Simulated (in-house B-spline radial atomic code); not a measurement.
Se⁺ is squeezed into an impenetrable sphere of radius R (the orbitals vanish at R). Level of theory: non-relativistic PBE, spin-polarised, spherical fractional occupations, point nucleus; calculated with a radial B-spline atomic code at the basis-set limit.

Energies in eV above the free ion in [Ar] 3d10 4s2 4p3:

| R (bohr) | highest level (eV) | [Ar] 3d10 4s2 4p3 | [Ar] 3d10 4s2 4p2 4f1 | [Ar] 3d9 4s2 4p3 4f1 | -dE/dV in [Ar] 3d10 4s2 4p3 (GPa) |
| --- | --- | --- | --- | --- | --- |
| 7.61 | -16.4 | 0.0047 | 20.37 | 75.2 | 0.0137 |
| 6.54 | -16.4 | 0.03717 | 22.11 | 76.89 | 0.143 |
| 4.93 | -15.7 | 0.7537 | 27.9 | 82.35 | 4.91 |
| 4.19 | -14.3 | 2.931 | 34.44 | 88.49 | 26.4 |
| 3.59 | -11.4 | 8.846 | 45.67 | 99.38 | 109 |
| 3.24 | -8.1 | 16.97 | 57.98 | 111.8 | 261 |
| 2.48 | 10 | 73.78 | 127.1 | 185.8 | 2090 |
| 2.01 | 43 | 200.4 | 260.9 | 335.1 | 9640 |
| 1.92 | 54 | 246.3 | 307.2 | 387.3 | 13400 |
| 1.33 | 240 | 1165 | 1188 | 1381 | 172000 |

(1) Does [Ar] 3d10 4s2 4p2 4f1 fall below [Ar] 3d10 4s2 4p3 under compression?

(2) Does [Ar] 3d9 4s2 4p3 4f1 fall below [Ar] 3d10 4s2 4p3 under compression?

The highest level is first positive in the row R = 2.48 bohr, pushed up by confinement above the zero of the free ion's potential. Each configuration is held fixed and needn't be the lowest in the sphere.

Answers

(1) No, it stays above over the whole range.

(2) No, it stays above over the whole range.
